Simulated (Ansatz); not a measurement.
Computed with Ansatz on PBE0-D4/def2-TZVP structures; ΔE is electronic, products minus reactants. CCSD(T)/CBS is the MP2 limit (def2-TZVPP, def2-QZVPP) plus CCSD(T) − MP2 in def2-TZVPP, frozen cores. This one scheme is used for every species. DFT in def2-TZVPP. B3LYP here is the variant with VWN-RPA as its local correlation; programs differ in this. HSE06 is defined as in plane-wave codes. For As outer-core shells are correlated without core-valence functions, which leaves a few kJ/mol of doubt a bond. Scalar relativity is left out up to krypton. Each species was taken in one conformer, which may not be the lowest.

Consider the cleavage of the As–Si bond: `[SiH3][AsH][SiH3]` + NH₃ → `N[AsH][SiH3]` + SiH₄.

`[SiH3][AsH][SiH3]`:

```xyz
10

Si   -1.298    1.021    0.503
As    0.780    1.118   -0.611
Si    1.019   -1.230   -0.655
H    -2.315    0.565   -0.481
H    -1.658    2.384    0.973
H    -1.298    0.091    1.663
H     1.557    1.248    0.693
H     0.085   -1.757   -1.684
H     2.412   -1.565   -1.050
H     0.715   -1.874    0.650
```

NH₃:

Cartesian coordinates in Å:
```
N 0.176 -0.155 -0.157
H 0.280 0.835 -0.342
H -0.792 -0.390 -0.336
H 0.337 -0.290 0.834
```

`N[AsH][SiH3]`:

Cartesian coordinates in Å:
```
N -1.139 1.272 0.391
As -0.818 -0.498 0.883
Si 1.311 -0.612 -0.140
H -1.999 1.604 0.807
H -1.181 1.422 -0.608
H -1.473 -1.262 -0.279
H 1.702 -2.040 -0.280
H 2.304 0.088 0.713
H 1.294 0.026 -1.486
```

SiH₄:

Z-matrix (Å, degrees):
```
Si
H 1 1.485
H 1 1.485 2 109.5
H 1 1.485 2 109.5 3 -120.0
H 1 1.485 2 109.5 3 120.0
```

| level | ΔE (kJ/mol) | difference from CCSD(T)/CBS |
| --- | --- | --- |
| LDA (SPW92) | 87.9 | 0.3 |
| BLYP-D4 | 75.4 | -12.2 |
| HSE06-D4 | 91.3 | 3.7 |
| B3LYP | 74.0 | -13.6 |
| BHLYP | 74.6 | -13.0 |
| RPA@PBE/def2-TZVPP | 73.2 | -14.4 |
| MP2/def2-SVP | 82.9 | -4.7 |
| HF/def2-TZVPP | 68.3 | -19.3 |
| HF/def2-QZVPP | 67.6 | -20.0 |
| SCS-MP2/def2-QZVPP | 80.2 | -7.4 |
| CCSD(T)/CBS | 87.6 | 0 |

Largest T1 diagnostic among the species: 0.012.

Leaving LDA and LC-ωPBE aside and taking each functional with its dispersion term where it has one, the values, not all of them listed here, spread over 16.5 kJ/mol, from CAM-B3LYP-D4 to HSE06-D4. The D4 term adds +5.1 kJ/mol with B3LYP and +2.9 kJ/mol with PBE0; it sums over pairs of atoms, weighted by their polarisabilities, and B3LYP, whose exchange is more repulsive, gets the larger term.

CCSD(T)/CBS has its own doubt, a few kJ/mol and more with outer-core shells, so smaller differences from it don't rank the levels.
